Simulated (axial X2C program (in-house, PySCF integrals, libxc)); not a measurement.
## SrO: bond constants with and without spin–orbit coupling

Computed with an in-house all-electron X2C program for linear molecules (integrals from PySCF). Spin-free means the one-electron spin-free X2C Hamiltonian; two-component (2c) means X2C with spin–orbit coupling and atomic mean-field two-electron Coulomb and Gaunt terms, so the difference of the two also holds small scalar two-electron terms. Basis: Sr dyall-cv3z [13s12p8d5f1g], O dyall-av3z [7s6p3d2f] (cores contracted in-house); Gaussian nuclei, density fitting, unrestricted open shells. Masses: Sr 87.906 u, O 15.995 u.

State, spin-free: M_S = 0, Λ = 0 (closed shell); electrons by block: σα: 11, σβ: 11, π+α: 5, π+β: 5, π-α: 5, π-β: 5, δ+α: 1, δ+β: 1, δ-α: 1, δ-β: 1. Fragments: Sr + O.

State, 2c: Ω = 0 (closed shell); electrons by block: 1/2: 16, -1/2: 16, 3/2: 6, -3/2: 6, 5/2: 1, -5/2: 1. Fragments: Sr + O.

```
Hamiltonian    level  Re (Å)  ωe (cm⁻¹)  ωexe (cm⁻¹)  αe (cm⁻¹)  De (eV)  k (mdyn/Å)   μ (D)
  spin-free     CCSD   1.940      669.6          2.5     0.0016     3.51        3.58     n/a
         2c     PBE0   1.894      705.2         2.57    0.00169     4.29        3.97   -8.84
         2c       HF   1.900      727.2         1.99    0.00128    0.654        4.22  -10.96
         2c      MP2   1.973      606.7          n/a     0.0021     4.75        2.93     n/a
         2c  CCSD(T)   1.959      635.4         3.14    0.00192     3.89        3.22     n/a
         2c    TPSSh   1.914      684.0         2.44    0.00167     4.54        3.73   -8.53
```

Spin-free values that have a 2c row agree with it to the digits that matter (0.001 Å, 0.01 eV) and are not repeated.

Correlated methods: 8 electrons correlated (number of frozen shells: Sr 4 s, 3 p, 1 d; O 1 s), 262 virtual spin orbitals or spinors in MP2, 90 natural virtuals in coupled cluster.

Dipoles are positive if O is the positive end.

One determinant describes the state; a PBE0 search over occupations chose it and may have missed a lower one. Closed shells are restricted here (equal orbitals for both partners); the stretched side of such a curve lies too high. Dissociation energies refer to the lowest single-determinant-based atoms at the same level and basis. CCSD and (T) use frozen natural virtuals with an MP2 correction for the truncation; (T) itself is uncorrected, so its De runs slightly low. The 2c atoms are single determinants rather than J levels; their spin–orbit lowering is only partly caught, and De is too large by that part. This holds for PBE0, TPSSh. Without a current term, density functionals place determinants with orbital angular momentum somewhat too high. The outer-core s and p shells of the metal are frozen in the correlated rows, which leaves out core–valence correlation; for alkali and alkaline-earth bonds that tends to lengthen them. The T1 diagnostic is large, a sign of multireference character. With the outer-core shells frozen, correlated bond lengths of heavy atoms tend to come out a few hundredths of an ångström too long.

No reliable constants came from CCSD (2c): no minimum in range, unconverged points, a curve that is not smooth, a change of character along it, or the two Hamiltonians disagreeing along it.

Rough cost a point (2c) on 1 thread(s) of a shared host, integrals apart: PBE0 0.4 s, HF 0.24 s, CCSD(T) 2.3 s, TPSSh 0.7 s.

The whole task took 93 s on 1 thread of Arm Neoverse V2, on a shared host.
